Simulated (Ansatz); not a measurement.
Ansatz (a program for electronic structure) input (B3LYP-D3(BJ)/def2-TZVP):

Ansatz 0.2 input:
```yaml
crystal:
  periodic: [false, false, false]
  atoms:
    - {symbol: Zn, position_ang: [-0.86365327, -0.66240482, -0.72325604]}
    - {symbol: I, position_ang: [0.86584106, 0.64245578, 0.76224247]}
basis:
  gaussian:
    orbitals: def2-TZVP
hamiltonian:
  xc: b3lyp
  dispersion: d3bj
magnetization: {spin_polarized: true, initial_magnetization: 1}
relax: {f_tol: 0.002, max_steps: 150}
```

End of the output:

```
the calculation of the forces begins
reference -56525.55680429 eV, -2077.2758981593 hartree; 28, 27 occupied and 70, 71 virtual orbitals, 927 factors
relax step   2: F+E_penalty+E_count = -56525.65170801 eV  Δ(F+E_penalty+E_count) = -1.494e-2 eV  max|allowed force component| = 7.089e-2 eV/Å  Δτ_max = 0.0289 Å  (35 SCF iters, accepted)
these checks for a lower state are left out or cut short: starts, cluster_reference, orbital_swaps, neighbouring_geometries, increment
integrals: 0.04 GiB planned
927 factors; integrals over basis functions are off by at most 3.5e-4 eV
mean field: 0.63 GiB planned
mean field evaluation 32: about -56525.5578 eV, gradient 1.7e-5 eV
mean field -56525.55779666 eV, -2077.2759346281 hartree, gradient 1.7e-5 eV, S^2 0.753058; 0 other end points of the search recorded, 0 dependent functions left out
the calculation of the forces begins
reference -56525.55797715 eV, -2077.2759412608 hartree; 28, 27 occupied and 70, 71 virtual orbitals, 927 factors
relax step   3: F+E_penalty+E_count = -56525.65265372 eV  Δ(F+E_penalty+E_count) = -9.457e-4 eV  max|allowed force component| = 1.481e-2 eV/Å  Δτ_max = 0.0108 Å  (37 SCF iters, accepted)
these checks for a lower state are left out or cut short: starts, cluster_reference, orbital_swaps, neighbouring_geometries, increment
integrals: 0.04 GiB planned
927 factors; integrals over basis functions are off by at most 3.5e-4 eV
mean field: 0.62 GiB planned
mean field -56525.55780302 eV, -2077.2759348619 hartree, gradient 1.5e-5 eV, S^2 0.753078; 0 other end points of the search recorded, 0 dependent functions left out
the calculation of the forces begins
reference -56525.55798356 eV, -2077.2759414965 hartree; 28, 27 occupied and 70, 71 virtual orbitals, 927 factors
relax step   4: F+E_penalty+E_count = -56525.65269397 eV  Δ(F+E_penalty+E_count) = -4.025e-5 eV  max|allowed force component| = 2.554e-4 eV/Å  Δτ_max = 0.0018 Å  (29 SCF iters, accepted)
integrals: 0.04 GiB planned
927 factors; integrals over basis functions are off by at most 3.5e-4 eV
mean field: 0.62 GiB planned
mean field -56525.55780302 eV, -2077.2759348619 hartree, gradient 1.5e-5 eV, S^2 0.753078; 1 other end points of the search recorded, 0 dependent functions left out
the calculation of the forces begins
reference -56525.55798356 eV, -2077.2759414965 hartree; 28, 27 occupied and 70, 71 virtual orbitals, 927 factors
Total energy: -56525.65287451 eV, -2077.2794286746 hartree
Atom 0 at    -0.838653    -0.643543    -0.701783 Å, force    -0.000255    -0.000193    -0.000219 eV/Å
Atom 1 at     0.840841     0.623594     0.740770 Å, force     0.000255     0.000193     0.000219 eV/Å
Dipole moment:    -0.326020    -0.245974    -0.280025 e Å
```

The spin state was set by rule; other spins were not relaxed.
